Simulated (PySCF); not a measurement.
C₅H₇F. Atoms are numbered in the order given.

```xyz
13

C      2.2958     0.6202     0.7627
C      1.4589    -0.1030     0.2709
C      0.4435    -0.9718    -0.3087
C     -0.9521    -0.3527    -0.3681
C     -1.4830     0.1159     0.9645
F     -0.9179     0.7159    -1.2388
H      3.0428     1.2625     1.1909
H      0.7400    -1.2481    -1.3341
H      0.3881    -1.9114     0.2671
H     -1.6328    -1.1058    -0.8053
H     -1.5745    -0.7271     1.6654
H     -0.8060     0.8639     1.4024
H     -2.4750     0.5709     0.8345
```
Charge 0, spin multiplicity 1.

Geometry optimised at PBE0-D3(BJ)/def2-SVP. The structure was generated by enumeration; whether it is a known compound was not checked. The values are those of a single conformer.

These are SMD-ωB97X/def2-SVP (PySCF) values and carry that method's errors.

Solvation free energies are E(SMD) − E(gas) at the gas-phase geometry, for 1 M in both phases. In vacuum the dipole moment is 1.85 D.

Problem. Rank water, 1-octanol, 2-propanol by solvation free energy, most negative first.

Solution. 2-propanol (-5.6 kcal/mol), 1-octanol (-4.7 kcal/mol), water (-2.0 kcal/mol)
